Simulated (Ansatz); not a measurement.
System: tribromo(ethoxy)germane, C$_{2}$H$_{5}$Br$_{3}$GeO (charge 0, singlet). 
Structure (B3LYP-D3(BJ)/def2-TZVP (Ansatz, a program for electronic structure) minimum search):
```
O
C 1 1.4392
H 2 1.0940 1 109.55
H 2 1.0940 3 108.18 1 -119.37
C 2 1.5123 3 110.83 4 -121.69
H 5 1.0903 2 110.58 3 179.93
H 5 1.0903 6 108.55 2 -121.46
H 5 1.0919 6 108.60 7 -117.89
Ge 1 1.7562 2 120.47 3 -59.26
Br 9 2.2890 1 106.07 2 -180.00
Br 9 2.3110 1 110.19 2 -59.89
Br 9 2.3110 1 110.19 2 59.89
```

Quantity: atomisation energy (electronic, to ground-state atoms), in kcal/mol. Cores are frozen in the correlated levels unless marked. UHF or UKS for open shells. No spin-orbit coupling. The frozen core is the preceding noble-gas configuration, with the filled d and f shells of earlier blocks. Non-relativistic. The coupled-cluster limit lacks core correlation, which all-electron functionals hold. CBS(X,Y): correlation extrapolated as X^-3; Hartree-Fock from the larger set.

```json
[
 {"level": "HF/6-31G", "program": "Ansatz", "atomisation energy (kcal/mol)": "638.3"}
]
```

**Question.** Predict the CCSD(T)/CBS(cc-pVTZ,cc-pVQZ) result (Ansatz).

**Answer.** 1001.3 kcal/mol
